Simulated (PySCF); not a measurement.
CH5FOSi2, SMILES F[Si@H]1CO[SiH2]1.

The structure is a stationary point at B3LYP-D3(BJ)/def2-SVP. The structure was generated by enumeration; whether it is a known compound was not checked.

Two levels are set side by side: TDDFT-PBE/def2-SVPD (PySCF) and TDDFT-M06-2X/def2-SVPD (PySCF). Vertical, same geometry. The lowest singlet is HOMO→LUMO 89 % with PBE and HOMO→LUMO 92 % with the other functional; states are paired by order. Differences are taken from unrounded values.

| quantity | TDDFT-M06-2X |
|---|---|
| lowest singlet excitation (eV) | 5.80 |
| lowest triplet excitation (TDA) (eV) | 5.24 |
| first bright state (f over 0.05) (eV) | 7.03 |
| its oscillator strength | 0.24 |

Q: What does TDDFT-PBE give, and how far is it from TDDFT-M06-2X? (Estimate from the structure and the level; the computed values follow.)

A: 
```
quantity                               TDDFT-PBE  TDDFT-PBE minus TDDFT-M06-2X
-------------------------------------  ---------  ----------------------------
lowest singlet excitation (eV)              5.17                         -0.63
lowest triplet excitation (TDA) (eV)        4.71                         -0.54
first bright state (f over 0.05) (eV)       6.53                         -0.50
its oscillator strength                     0.10                         -0.14
```

A lower first singlet is the usual sign of a functional without exact exchange. Differences between two approximate levels are no errors against the true value.

Rough cost on one machine, each run with all the roots and properties that it gave: TDDFT-M06-2X against TDDFT-PBE about 10 times.
